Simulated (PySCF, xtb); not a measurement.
PbCl₃, SMILES [Pb-]([Cl])([Cl])[Cl], charge -1.

GFN2-xTB (xtb) at its own geometry gives an orbital gap of 5.05 eV.

The structure is a stationary point at B3LYP-D3(BJ)/def2-SVPD. The isomer is the one that the SMILES or the coordinates give; other isomers of the formula were not compared. The def2 effective core potentials stand for the cores of Pb; spin–orbit coupling is left out.

### Question
What does ωB97X/def2-TZVPD in PySCF give? (The exact figures need the calculation; the answer reports its results.)

### Answer
gap 9.35 eV (levels -5.57 and 3.78 eV).
